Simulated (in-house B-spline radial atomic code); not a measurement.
**Se²⁺: [Ar] 3d10 4s2 4p(1 up, 0 down) 4d(1 up, 0 down) (an excited or competing configuration)**

Computed with a B-spline radial code for spherical atoms: non-relativistic LDA PW92, spin-polarised, spherical fractional occupations, point nucleus.

Screening seen three ways: the hydrogenic charge with the same mean radius, Z_r = [3n² - l(l+1)]/(2<r>), the one with the same energy, Z_e = n√(-2ε), and Slater's rules. Values are occupation-weighted means over spin.

```
shell  electrons   ε (eV)  <r> (bohr)    Z_r    Z_e  Slater
   1s          2   -12308     0.04505  33.30  30.08   33.70
   2s          2    -1586      0.2003  29.96  21.59   29.85
   2p          6  -1428.3      0.1729  28.92  20.49   29.85
   3s          2  -231.66       0.586  23.04  12.38   22.75
   3p          6   -177.4      0.5945  21.02  10.83   22.75
   3d         10  -80.907       0.625  16.80   7.32   12.85
   4s          2   -39.48       1.688  14.21   6.81    8.00
   4p          1  -28.471       1.947  11.81   5.79    8.00
   4d          1  -13.006       2.914   7.21   3.91    3.00
```

The least bound orbital is 4d up at -13.01 eV, and it is also the most diffuse (<r> = 2.914 bohr).
